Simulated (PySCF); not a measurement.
**Peak assignment**

Mapped SMILES: `[C:1]=[C:2]=[C:3]=[C:4]=[C:5]=[C:6]=[C:7]`.

All values are calculated (PySCF 2.14.0 with density-fitted response routines): geometry from PBE0-D3(BJ)/def2-SVP, GIAO PBE0/pcSseg-1 shieldings. No relativistic terms, rapidly exchanging positions averaged, isolated molecule, a single conformation.

δ = σ(ref) − σ, references computed at the same level: TMS for $^{13}$C (184.41 ppm).

Question: Assign these signals to the numbered atoms. $^{13}$C{$^{1}$H} NMR (computed): δ 400.2, 97.3, 74.0, 44.0.

Answer: 
```tsv
δ (ppm)	atoms	environment	reason
400.2	C1/C7	carbon bonded to C	–
97.3	C2/C6	central carbon of an allene	–
74.0	C3/C5	central carbon of an allene	–
44.0	C4	central carbon of an allene	–
```

Shifts are as computed. Against solution values, carbons near 30 ppm lie about +2 ppm off and those near 130 ppm about +5 ppm. Of 1211 compounds with measured shifts, 218 miss one by over three times the rms of a fit or turn the order of signals round; such compounds aren't used in these exercises.
